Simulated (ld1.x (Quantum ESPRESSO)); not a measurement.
Transferability test, ultrasoft potential for titanium

* Element: titanium
* Generator: ld1.x (Quantum ESPRESSO) 7.5
* Type: ultrasoft
* Functional: PW91
* Relativity: scalar-relativistic
* Frozen core: [Ar]
* Valence charge: 4
* Reference configuration: 3d2 4s1 4p1
* Partial waves: 4s (bound): rcut 2.60, rcutus 2.90 bohr; 4s channel at 3.7 Ry: rcut 2.60, rcutus 2.90 bohr; 4p (bound): rcut 3.15, rcutus 3.65 bohr; 4p channel at 1.7 Ry: rcut 3.15, rcutus 3.65 bohr; 3d (bound): rcut 1.75, rcutus 2.25 bohr; 3d channel at 1.1 Ry: rcut 1.75, rcutus 2.25 bohr
* Local potential: all-electron potential smoothed inside 2.25 bohr (lloc = -1)
* Core correction: a·sin(br)/r model core inside 2.35 bohr
* Augmentation charge: PSQ, radius 1.85 bohr

Energies are relative to the spin-unpolarised reference configuration 3d2 4s1 4p1; without spin polarisation the order of configurations can differ from experiment. Not all tests gave a result: test run stopped at test 5 of 7 (negative rho). The frozen-core shift is the all-electron ΔE with the core orbitals held at their reference shape minus the fully relaxed ΔE.

```
valence configuration  charge  ΔE all-electron (eV)  error AE − PS (meV)  frozen-core shift (meV)
          3d2 4s0 4p0      +2                17.896                  +33                      +10
          3d1 4s2 4p1       0                 1.622                 +301                     +287
```

Problem. What are ΔE and the potential's error for 3d2 4s1 4p0?

Solution. ΔE = 4.303 eV all-electron; the error (AE − PS) is +0.4 meV.

Problem. What are ΔE and the potential's error for 3d2 4s2 4p0?

Solution. ΔE = -3.089 eV all-electron; the error (AE − PS) is +1.9 meV.
